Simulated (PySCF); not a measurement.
## Telling isomers of C$_{6}$H$_{8}$O$_{2}$ apart by NMR

[PySCF: GFN2-xTB geometry; GIAO PBE0/pcSseg-1 shieldings; non-relativistic; one conformer; one averaged value for each set of equivalent atoms; no solvent model]

Shifts are taken against calculated references (same method and geometry level): TMS for 1H, 13C. Where no couplings were computed, multiplicities follow the n + 1 count of equivalent neighbours, and m marks all less simple cases (inequivalent or close neighbours, rings, F or P nearby). Shifts are as computed. Against solution values, carbons near 30 ppm lie about +3 ppm off and those near 130 ppm about +5 ppm. Of 1211 compounds with measured shifts, 218 miss one by over three times the rms of a fit or turn the order of signals round; such compounds aren't used in these exercises.

(1) Tabulate the signals of `CO[C@@H]1CC=CC1=O`, `C=COC(=O)/C=C/C`, `COC(=O)C=C1CC1` and their relative energies.

(2) What is the quickest way to tell CO[C@@H]1CC=CC1=O from C=COC(=O)/C=C/C?

(3) What is the quickest way to tell C=COC(=O)/C=C/C from COC(=O)C=C1CC1?

(4) What is the quickest way to tell CO[C@@H]1CC=CC1=O from COC(=O)C=C1CC1?

Results:

(1) 
```json
{"SMILES": "CO[C@@H]1CC=CC1=O", "carbon types": "1×C 3×CH 1×CH2 1×CH3", "δC": "213.3, 172.4, 140.1, 79.2, 58.7, 41.8", "δH": "7.89 (m, 1H), 6.22 (d, 1H), 3.88 (s, 3H), 3.45 (m, 1H), 3.04 (m, 1H), 2.64 (m, 1H)", "E rel. (kcal/mol)": "4.6"}
{"SMILES": "C=COC(=O)/C=C/C", "carbon types": "1×C 3×CH 1×CH2 1×CH3", "δC": "168.2, 158.9, 149.5, 128.4, 101.4, 22.5", "δH": "7.98 (m, 1H), 7.56 (m, 1H), 6.02 (d, 1H), 5.11 (m, 1H), 4.83 (m, 1H), 2.13 (d, 3H)", "E rel. (kcal/mol)": "0.0"}
{"SMILES": "COC(=O)C=C1CC1", "carbon types": "2×C 1×CH 2×CH2 1×CH3", "δC": "172.8, 155.7, 117.4, 53.4, 7.6, 4.0", "δH": "6.48 (s, 1H), 3.92 (s, 3H), 1.51 (m, 2H), 1.19 (m, 2H)", "E rel. (kcal/mol)": "14.7"}
```

Energies are electronic energies at PBE0/pcSseg-1 on these geometries, without zero-point or thermal terms, each for the one conformer computed, which needn't be the lowest.

(2) Both give the same number of carbon signals, with the same numbers of each carbon type, so the positions decide. The first has an allylic sp3 CH2 at 41.8 ppm, the second a β carbon of an enol-ether or enamine type C=C (CH2) at 101.4 ppm. Their most deshielded carbons lie at 213.3 and 168.2 ppm.

(3) Both give the same number of carbon signals, but DEPT or the intensities differ. The first has a β carbon of an enol-ether or enamine type C=C (CH2) at 101.4 ppm, the second a three-membered-ring carbon (CH2) at 7.6 ppm. Their most deshielded carbons lie at 168.2 and 172.8 ppm. In the proton spectra the most deshielded non-exchanging signals are 7.98 (m, 1H) and 6.48 (s, 1H).

(4) Both give the same number of carbon signals, but DEPT or the intensities differ. The first has a β carbon of a C=C–C=O unit (CH) at 172.4 ppm, the second a β carbon of a C=C–C=O unit (C) at 155.7 ppm. Their most deshielded carbons lie at 213.3 and 172.8 ppm. In the proton spectra the most deshielded non-exchanging signals are 7.89 (m, 1H) and 6.48 (s, 1H).
